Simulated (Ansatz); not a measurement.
Basis sets compared for Li3Br3. The state is a singlet with charge 0. Geometry PBE0-D4/def2-SVP. Ansatz on 4 threads of Arm Neoverse V1 on a shared host; times are rough, and most runs start from earlier orbitals.

```xyz
6

Li    0.947   -1.162    1.318
Li   -1.069    1.562    0.634
Li    0.122   -0.400   -1.952
Br   -0.162    0.511    2.512
Br    1.377   -2.009   -0.816
Br   -1.215    1.498   -1.697
```

The 6-31G sets use Cartesian d functions. The structure comes from a short search, and lower isomers may exist.

Binding counts from free atoms (Li doublet, Br doublet) in the same basis, without a counterpoise term.

| level | functions | energy (Eh) | HOMO (eV) | LUMO (eV) | binding per atom (eV) | wall time |
| --- | --- | --- | --- | --- | --- | --- |
| HF/STO-3G | 69 | -7656.5250 | -8.75 | 3.35 | 3.03 | 0.35 s |
| HF/6-31G | 114 | -7738.8845 | -11.03 | 0.85 | 2.14 | 1.1 s |
| PBE-D4/def2-SVP | 123 | -7743.2081 | -6.56 | -1.28 | 2.83 | 1.4 s |
| PBE-D4/def2-TZVP | 186 | -7744.1571 | -6.76 | -1.36 | 2.76 | 2.3 s |
| r2SCAN-D4/def2-TZVP (with forces) | 186 | -7745.3351 | -7.09 | -0.79 | 2.81 | 6 s |
| PBE0-D4/def2-SVP | 123 | -7743.4992 | -7.87 | -0.74 | 2.83 | 2.2 s |
| PBE0-D4/def2-TZVP | 186 | -7744.4454 | -8.02 | -0.80 | 2.76 | 4.2 s |

(1) Estimate the rows for PBE-D4/def2-TZVPD, r2SCAN-D4/def2-TZVPD, PBE0-D4/def2-TZVPD.

Results:

(1) 
| level | functions | energy (Eh) | HOMO (eV) | LUMO (eV) | binding per atom (eV) | wall time |
| --- | --- | --- | --- | --- | --- | --- |
| PBE-D4/def2-TZVPD | 222 | -7744.1587 | -6.75 | -1.39 | 2.76 | 3.7 s |
| r2SCAN-D4/def2-TZVPD | 222 | -7745.3371 | -7.07 | -0.80 | 2.81 | 7.5 s |
| PBE0-D4/def2-TZVPD | 222 | -7744.4471 | -8.00 | -0.83 | 2.76 | 6.5 s |
